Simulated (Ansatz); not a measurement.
`S=[CH][GeH3]` + `N[SiH3]` → `[SiH3][NH][GeH3]` + `C=S` at 400 K and 1 bar (ligand exchange at a Ge–C bond).

Calculated with Ansatz (gas phase, PBE0-D4/def2-TZVP geometries, no zero-point term in ΔE). CCSD(T)/CBS adds triple-zeta CCSD(T) − MP2 to the extrapolated MP2 energy (def2 sets, frozen cores). This one scheme is used for every species. For Ge outer-core shells are correlated without core-valence functions, which leaves a few kJ/mol of doubt a bond. Scalar relativity is left out up to krypton.

```json
{"species": "`S=[CH][GeH3]`", "CCSD(T)/CBS energy (Eh)": "-2514.29743", "H − E (kJ/mol)": "126.9", "S (J/(mol·K))": "335.4"}
{"species": "`N[SiH3]`", "CCSD(T)/CBS energy (Eh)": "-346.80422", "H − E (kJ/mol)": "153.0", "S (J/(mol·K))": "285.3"}
{"species": "`[SiH3][NH][GeH3]`", "CCSD(T)/CBS energy (Eh)": "-2424.11992", "H − E (kJ/mol)": "199.5", "S (J/(mol·K))": "375.1"}
{"species": "`C=S`", "CCSD(T)/CBS energy (Eh)": "-436.98974", "H − E (kJ/mol)": "79.4", "S (J/(mol·K))": "242.5"}
```

H − E and S are ideal-gas, rigid-rotor, harmonic terms from PBE0-D4/def2-TZVP, for one conformer and one mirror image of each species. 1 Eh = 2625.50 kJ/mol, R = 8.31446 J/(mol·K).

Question: By hand: ΔE, ΔH, ΔS and ΔG.

Answer: ΔE = (-2424.11992) + (-436.98974) − (-2514.29743) − (-346.80422) = -0.00801 Eh = -21.0 kJ/mol. Δ(H − E) = 199.5 + 79.4 − 126.9 − 153.0 = -1.0, so ΔH = -22.0 kJ/mol. ΔS = 375.1 + 242.5 − 335.4 − 285.3 = -3.1 J/(mol·K). ΔG = -22.0 − 400 × (-3.1)/1000 = -20.8 kJ/mol.

Question: By hand: the equilibrium constant, and the temperature at which ΔG would vanish if ΔH and ΔS stayed fixed.

Answer: log₁₀ K = −ΔG/(RT ln 10) = 2.7. ΔG = 0 at ΔH/ΔS = 7097 K, far beyond where these terms or the molecules hold.

The number of gas molecules stays the same, so ΔS is small and ΔH decides. A doubt of 5 kJ/mol in ΔE shifts log₁₀ K by 0.7 here. Other conformers and mirror images would add mixing entropy, several J/(mol·K) or more a flexible species. Modes under 60 cm⁻¹, often nearly free rotors, make the harmonic entropy too high. These are equilibria of isolated gas molecules and say nothing of rates. Largest T1 diagnostic: 0.016 (customary marks: 0.02 for closed shells, 0.045 for open ones).
